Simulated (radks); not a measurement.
Isoelectronic series with 44 electrons, each ion in its NIST ground configuration. All-electron calculation, Dirac Kohn-Sham, PBE, spin-unpolarised, spherical densities, point nucleus; open shells fill j = l - 1/2 first. Program: a radial shooting solver on a logarithmic mesh with Libxc functionals. Total energies (hartree) and orbital eigenvalues (eV):

| ion | configuration | E (hartree) | 4d5/2 | 4d3/2 | 4p3/2 |
|---|---|---|---|---|---|
| Ru | [Kr] 4d7 5s1 | -4531.55414 | -5.0318 | -5.3525 | -45.2663 |
| Rh+ | [Kr] 4d8 | -4784.76383 | -13.3899 | -13.7909 | -56.8555 |
| Pd2+ | [Kr] 4d8 | -5045.85613 | -27.0733 | -27.5994 | -74.6036 |
| Ag3+ | [Kr] 4d8 | -5314.83245 | -43.4214 | -44.0903 | -95.1157 |
| Cd4+ | [Kr] 4d8 | -5591.70613 | -62.1247 | -62.9551 | -118.0342 |
| In5+ | [Kr] 4d8 | -5876.50074 | -83.0065 | -84.0186 | -143.1629 |
| Sn6+ | [Kr] 4d8 | -6169.24652 | -105.9555 | -107.1712 | -170.3829 |
| Sb7+ | [Kr] 4d8 | -6469.97854 | -130.8966 | -132.3390 | -199.6165 |
| Te8+ | [Kr] 4d8 | -6778.73573 | -157.7763 | -159.4703 | -230.8102 |
| I9+ | [Kr] 4d8 | -7095.56028 | -186.5550 | -188.5269 | -263.9256 |
| Xe10+ | [Kr] 4d8 | -7420.49731 | -217.2022 | -219.4803 | -298.9345 |
| Ba12+ | [Kr] 4d8 | -8094.9027 | -284.0123 | -286.9940 | -374.5516 |
| La13+ | [Kr] 4d8 | -8444.4743 | -320.1406 | -323.5234 | -415.1305 |
| Ce14+ | [Kr] 4d8 | -8802.3650 | -358.0666 | -361.8858 | -457.5421 |
| Pr15+ | [Kr] 4d8 | -9168.6326 | -397.7797 | -402.0726 | -501.7786 |
| Nd16+ | [Kr] 4d8 | -9543.3374 | -439.2711 | -444.0769 | -547.8338 |
| Pm17+ | [Kr] 4d8 | -9926.5423 | -482.5331 | -487.8933 | -595.7032 |

Estimate the row of Cs11+ ([Kr] 4d8).

Answer. E (hartree) -7753.5946; 4d5/2 -249.6944; 4d3/2 -252.3084; 4p3/2 -335.8153.
